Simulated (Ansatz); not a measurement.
Harmonic frequencies (cm⁻¹) at PBE0-D4/def2-TZVP from Ansatz: 170, 314, 488, 501, 611, 832, 1007, 1112, 1276, 1355, 1577, 3175.

Q: Which molecule is it?
A. `N=C1[SiH2]C1F`
B. `FC1OB1Cl`
C. `BCBF`
D. `[O]1[AlH][SiH2][SiH2]1`

A: B.
